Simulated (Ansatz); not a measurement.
C2HN, SMILES `[C-]#[N+][CH]` (excited singlet) (charge 0, multiplicity 1). This singlet is an excited state, 0.12 eV above the relaxed triplet at the level B3LYP/cc-pVTZ // PBE0-D3(BJ)/def2-TZVP (Ansatz, a quantum-chemistry and plane-wave program).

These are frozen-core CCSD(T)/cc-pVQZ // PBE0-D3(BJ)/def2-TZVP (Ansatz) values and carry that method's errors.

Ansatz 0.2 input:
```yaml
crystal:
  periodic: [false, false, false]
  atoms:
    - { symbol: C, position_ang: [1.658523, -0.133123, -0.155046] }
    - { symbol: N, position_ang: [0.487383, 0.068818, -0.018043] }
    - { symbol: C, position_ang: [-0.740819, 0.466071, 0.173488] }
    - { symbol: H, position_ang: [-1.405087, -0.401764, -0.000398] }
basis:
  gaussian: { orbitals: cc-pVQZ }
correlation:
  method: ccsd_t
```

Output:

```
Functional definition: HF
1170 factors; integrals over basis functions are off by at most 9.4e-4 eV
mean field evaluation 1: about -3554.1090 eV, gradient 2.1e1 eV
mean field evaluation 2: about -3554.1099 eV, gradient 2.1e1 eV
mean field evaluation 4: about -3555.3595 eV, gradient 4.0e0 eV
mean field evaluation 8: about -3555.4142 eV, gradient 9.2e-2 eV
mean field evaluation 16: about -3555.4092 eV, gradient 8.2e-1 eV
mean field evaluation 32: about -3551.1699 eV, gradient 1.9e-3 eV
mean field -3555.41428083 eV, -130.6590648742 hartree, gradient 4.1e-6 eV, S^2 0.000000; 0 other end points of the search recorded, 0 dependent functions left out; unrestricted orbitals would lower it
3 core orbitals not correlated
reference -3555.41428083 eV, -130.6590648742 hartree; 7, 7 occupied and 185, 185 virtual orbitals, 1170 factors
second order -13.11230123 eV of doubles, -0.00000000 eV of singles
cycle   1  -12.98068292 eV  change    1.3e-1 eV  update   1.0e-1
cycle   2  -13.42177724 eV  change   -4.4e-1 eV  update   3.7e-2
cycle   3  -13.55318716 eV  change   -1.3e-1 eV  update   2.1e-2
cycle   4  -13.54273419 eV  change    1.0e-2 eV  update   7.1e-3
cycle   5  -13.54308670 eV  change   -3.5e-4 eV  update   3.9e-3
cycle   6  -13.54574423 eV  change   -2.7e-3 eV  update   1.4e-3
cycle   7  -13.54524042 eV  change    5.0e-4 eV  update   6.0e-4
cycle   8  -13.54530508 eV  change   -6.5e-5 eV  update   1.8e-4
cycle   9  -13.54539726 eV  change   -9.2e-5 eV  update   5.7e-5
cycle  10  -13.54535897 eV  change    3.8e-5 eV  update   2.2e-5
cycle  11  -13.54537415 eV  change   -1.5e-5 eV  update   8.9e-6
cycle  12  -13.54537699 eV  change   -2.8e-6 eV  update   3.2e-6
perturbative correction -0.75582601 eV, -0.0277760935 hartree
Total energy: -3569.71548383 eV, -131.1846243908 hartree
```
